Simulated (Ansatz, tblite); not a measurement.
Cost and result up the ladder for the cluster Mg₂Se₂⁻ (the lowest doublet isomer of a short search) (4 atoms). Total charge -1; doublet. Geometry: r2SCAN-D4/def2-SVPD.

```tsv
atom	x (Å)	y (Å)	z (Å)
Mg1	-0.3021	0.7491	-1.2019
Mg2	0.3021	-0.7491	1.2019
Se3	1.1694	-1.2668	-1.0835
Se4	-1.1694	1.2668	1.0835
```

Ansatz on 4 threads of Arm Neoverse V1 on a shared host; xTB runs through tblite on one thread. Times are rough, summed over both states, and most runs start from the orbitals of an earlier one. PBE-QIDH/def2-TZVPD serves as the yardstick here, not as an exact answer. Differences are given only for rows in sets of like size (and for xTB, whose basis is part of the method), since another set adds its own error. The other state is a quartet at its own geometry, which has other bonds, so the gap mixes isomer and spin.

The xTB rows come from tblite. Correlated methods freeze 20 core orbitals; core or outer-core shells of Mg, Se are correlated, in sets that lack core-valence functions. The rows differ in basis, and correlated rows in double-zeta sets carry the largest basis error. The structure comes from a short search, and lower isomers may exist.

Correlated methods converge slowly with the basis, most of all in double-zeta sets.

xTB has no spin-polarisation term.

```csv
level,functions,wall time
GFN1-xTB,26,0.005 s
GFN2-xTB,36,0.015 s
HF/STO-3G,54,1.1 s
LDA (SPW92)/def2-TZVPD,184,4.3 s
PBE-D4/def2-TZVPD,184,8.2 s
BLYP-D4/def2-TZVPD,184,11 s
PBE0-D4/def2-TZVPD,184,14 s
RPA@PBE/def2-TZVPD,184,15 s
MP2/def2-TZVPD,184,22 s
r2SCAN-D4/def2-TZVPD (with forces),184,22 s
r2SCANh-D4/def2-TZVPD,184,25 s
PBE-QIDH/def2-TZVPD,184,25 s
ωB97X-V/def2-TZVPD,184,51 s
CCSD(T)/def2-SVPD,124,2.2 min
```

Problem. Estimate what each level gives for the quartet − doublet (eV).

Solution. 
```csv
level,quartet − doublet (eV),difference from PBE-QIDH/def2-TZVPD (eV),remarks
GFN1-xTB,1.48,-0.21,–
GFN2-xTB,2.41,0.72,–
HF/STO-3G,2.07,–,"HOMO above zero (doublet), HOMO above zero (quartet)"
LDA (SPW92)/def2-TZVPD,1.84,0.15,HOMO above zero (quartet)
PBE-D4/def2-TZVPD,1.63,-0.06,"HOMO above zero (doublet), HOMO above zero (quartet)"
BLYP-D4/def2-TZVPD,1.63,-0.06,"HOMO above zero (doublet), HOMO above zero (quartet)"
PBE0-D4/def2-TZVPD,1.62,-0.07,–
RPA@PBE/def2-TZVPD,1.57,-0.12,–
MP2/def2-TZVPD,1.81,0.12,–
r2SCAN-D4/def2-TZVPD (with forces),1.65,-0.04,HOMO above zero (quartet)
r2SCANh-D4/def2-TZVPD,1.64,-0.05,–
PBE-QIDH/def2-TZVPD,1.69,0.00,–
ωB97X-V/def2-TZVPD,1.62,-0.07,–
CCSD(T)/def2-SVPD,1.57,–,spin-contaminated (⟨S²⟩ 0.83) (doublet)
```
